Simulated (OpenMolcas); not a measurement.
## Tc4+: moving or changing the point charges

Tc4+ among 6 point charges of -1.7 e arranged as an octahedron (Oh), 1.99 Å from the ion.

- Program: OpenMolcas 26.06
- Method: CASSCF
- Basis: ANO-RCC-VDZP [6s5p3d1f]
- Scalar Hamiltonian: DKH2, point nucleus
- Active space: 3 electrons in 5 orbitals (4d)
- State averaging: 2S+1 = 4 even, 10 roots; 2S+1 = 2 even, 40 roots
- Spin-orbit coupling: state interaction with AMFI integrals over the reference wave functions

Runs around this geometry, states (labels of O, the rotations of Oh). Energies in cm-1 above the lowest state or level, χT in cm3 K/mol; 10Dq and B are least-squares fits to the states below 45000 cm-1, weighted by degeneracy, with a free offset, and given where the rms deviation is under 5 % of |10Dq| (or 100 cm-1) and under 700 cm-1.

```tsv
R (Å)	q (e)	Ground state	First state of that spin	10Dq	B (rms of fit)	First gap with spin-orbit (degeneracies)	χT at 300 K	First state of another spin
1.99	-0.85	4A2	4T2 4075	4200	902 (51)	3961 (4, 4)	0.908	2E 16433
1.84	-1.7	4A2	4T2 11650	11978	894 (158)	11380 (4, 2)	1.473	2E 16788
1.99	-1.7	4A2	4T2 8023	8301	898 (106)	7811 (4, 2)	1.307	2E 16733
2.12	-1.7	4A2	4T2 5916	6117	901 (78)	5768 (4, 2)	1.140	2E 16627
```

Taking |10Dq| as R^-n, n = -ln(6117 / 11978) / ln(2.12 / 1.84) = 4.7 between the shortest and longest distance. The point-charge formula for a cubic d site gives n = 5.

Scaling the charges by -0.85 / -1.7 = 0.50 scales |10Dq| by 4200 / 8301 = 0.51; with fixed orbitals a first-order splitting would follow the charge.

Without dynamic correlation the repulsion within the d shell is too large (B by tens of per cent), so at a given field states of lower spin stand too high. This field is weak: 10Dq is about 4200 cm-1, while octahedral complexes of 4d ions of charge 3 and more, computed by the same method with explicit ligands, had a median near 25000 cm-1. Ground spin and moment need not be those of a real site (figures for R = 1.99, q = -0.85; the like holds for R = 1.84, q = -1.7, R = 1.99, q = -1.7, R = 2.12, q = -1.7). This is an electrostatic model: the charges have no orbitals. No measured value stands beside these numbers.
